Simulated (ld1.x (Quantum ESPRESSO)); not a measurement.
# molybdenum (Mo): one change to a TM potential, before and after

* Element: molybdenum (Mo)
* Generator: ld1.x (Quantum ESPRESSO) 7.5
* Type: norm-conserving Troullier–Martins (Kleinman–Bylander form)
* Functional: PBE
* Relativity: scalar-relativistic
* Frozen core: [Ar] 3d10 4s2
* Valence charge: 12
* Reference configuration: 4p6 4d5 5s0 5p0 (charge +1)
* Partial waves: 4p (bound): rc 1.30 bohr; 4d (bound): rc 1.95 bohr; 5s (bound, empty): rc 2.05 bohr
* Local potential: the s channel
* Core correction: none

All-electron outer shells of the reference configuration (PBE, scalar-relativistic, ld1.x):

```json
{"shell": "4s", "level (eV)": "-71.11", "outermost node (bohr)": "0.51", "outermost maximum (bohr)": "0.99"}
{"shell": "4p", "level (eV)": "-45.29", "outermost node (bohr)": "0.52", "outermost maximum (bohr)": "1.08"}
{"shell": "4d", "level (eV)": "-10.41", "outermost node (bohr)": "0.53", "outermost maximum (bohr)": "1.38"}
{"shell": "5s", "level (eV)": "-9.83", "outermost node (bohr)": "1.34", "outermost maximum (bohr)": "2.79"}
{"shell": "5p", "level (eV)": "-5.91", "outermost node (bohr)": "1.53", "outermost maximum (bohr)": "3.53"}
```

Change: all radii scaled by about 0.77 (s 1.58, p 1.00, d 1.50 bohr).

Cutoffs: the cutoffs (Ry, on a coarse ladder) from which the occupation-weighted sum of valence levels, in a spherical-Bessel basis at the reference potential, stays within 10 and 1 mRy of its value at 400 Ry; they do not see the model core or the augmentation charge, which bear on the density cutoff. Errors are all-electron minus pseudo energies relative to the spin-unpolarised reference configuration.

Q: Predict the effect on cutoff, ghosts and configuration errors.

A: The potential gets harder (80 Ry and 120 Ry → 120 Ry and 230 Ry); a bound ghost appears in s, which as a rule spoils a file; the number of tests that count goes from 7 to 4; of the 4 tests that both files solve, the error grows in 2 and shrinks in 2 by more than 15 % and 0.3 meV (median size 9.2 → 31.6 meV). A smaller radius makes the pseudo-wave follow the all-electron one further in, where it bends more sharply, so more plane waves are needed.

| quantity | base | changed |
| --- | --- | --- |
| cutoff, loose | 80 Ry | 120 Ry |
| cutoff, tight | 120 Ry | 230 Ry |
| loose cutoff by channel (10 mRy a level) | p 50 Ry, d 35 Ry | p 90 Ry, d 40 Ry |
| bound ghosts | none | s (extra level of the local part) |
| tests counted (converged, no solver errors) | 7 of 7 | 4 of 7 |
| error for 4p6 4d5 5s1 5p0, meV [ΔE -6.89 eV] | +3.0 | +32 |
| error for 4p6 4d3 5s0 5p0, meV [ΔE 42.21 eV] | -215 | -172 |
| error for 4p6 4d6 5s0 5p0, meV [ΔE -6.13 eV] | -15 | -8.7 |
| error for 4p6 4d5.5 5s0.5 5p0, meV [ΔE -6.61 eV] | +1.2 | +31 |

Changed file: Tests not counted: 4p6 4d4 5s0 5p0 (solver errors, printed error -31 meV); 4p6 4d4 5s1 5p1 (solver errors, printed error -12.2 eV); 4p6 4d4 5s2 5p0 (solver errors, printed error -14.6 eV). ld1.x printed “convergence not achieved” for 1 of the counted tests; its residual had stalled under 1e-8, short of the target of 1e-14. A true bound ghost makes a file unfit for plane-wave use even where its test errors are small: the radial tests pick states by their node count and pass the ghost by. Where a test does run into it, the solver fails or the error is huge.
